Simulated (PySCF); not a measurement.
Structure problem from calculated spectra and properties.

Elements present: B, C and H. Monoisotopic mass: 118.0954 u.

| Property | Result |
| --- | --- |
| Dipole | 0.41 D [wB97X-D/def2-SVPD] |
| 13C NMR | chemical shifts (computed TMS as zero) by class: 142.1 (1 C), 139.1 (2 C), 136.8 (1 C), 131.4 (2 C), 11.7 (2 C) ppm [GIAO PBE/pcSseg-1] |
| Valence photoelectron | vertical ionisation energy: 9.17 eV [ΔSCF wB97X-D/def2-SVPD] |
| UV, first state | lowest singlet excitation: 5.04 eV (246 nm, f = 0.016) [TDDFT wB97X-D/def2-SVPD] |
| 1H NMR | chemical shifts (computed TMS as zero) by class: 8.14 (2 H), 7.52 (1 H), 7.49 (2 H), 1.20 (6 H) ppm [GIAO PBE/pcSseg-1] |
| Rotational structure | rotational constants A, B, C: 3.302, 1.112, 0.841 GHz [PBE0-D3(BJ)/def2-SVP] |
| Polarisability | 108.1 au [wB97X-D/def2-SVPD] |
| NMR, other nuclei | isotropic shieldings of nuclei other than C and H, by class: 19 (1 B) ppm [GIAO PBE/pcSseg-1] |

The electronic properties come from PySCF, for the isolated species, density fitting. Levels stand in brackets. Isolated species at its PBE0-D3(BJ)/def2-SVP geometry, gas phase. NMR classes are plain means over equivalent atoms (diastereotopic ones count apart unless rotation or inversion swaps them), as if these changed places fast.

Task: Which formula fits the mass and the elements?

Result: C8H11B (calculated 118.0954). No other formula that holds each of these elements comes within 0.0003 u with a fitting electron parity and a possible valence count.

Task: Propose a structure and show how it fits.

Result: Numbering: `[CH3:1][B:2]([CH3:3])[c:4]1[cH:5][cH:6][cH:7][cH:8][cH:9]1`. 8 carbons fall into 5 classes; from least to most shielded: substituted aromatic carbon [C4] (142.1 ppm), aromatic CH carbon [C5/C9] (139.1 ppm, 2 C), aromatic CH carbon [C7] (136.8 ppm), aromatic CH carbon [C6/C8] (131.4 ppm, 2 C), chain sp3 carbon bound to boron [C1/C3] (11.7 ppm, 2 C). Hydrogen classes from least to most shielded: 2 H on the ortho carbons, C5/C9 (8.14 ppm), 1 H on the para carbon, C7 (7.52 ppm), 2 H on the meta carbons, C6/C8 (7.49 ppm), 6 H on 2 like atoms (sp3 carbon bound to boron), C1/C3 (1.20 ppm, a mean of values up to 0.9 ppm apart in this geometry). The other shieldings belong to: 19 ppm, three-coordinate boron [B2]. The first electron is taken from the HOMO, whose largest Löwdin shares are 0.21 on an aromatic CH carbon and 0.20 on each of 3 atoms of one kind (aromatic CH carbon). The optimised geometry has point group C2 and is an asymmetric top. Structure: `CB(C)c1ccccc1`. The assignments are read from this structure; whether some other isomer fits the data as well wasn't checked.

Shape of the structure used: `[CH3:1][B:2]([CH3:3])[c:4]1[cH:5][cH:6][cH:7][cH:8][cH:9]1`: C1–B2–C4–C5 177°.
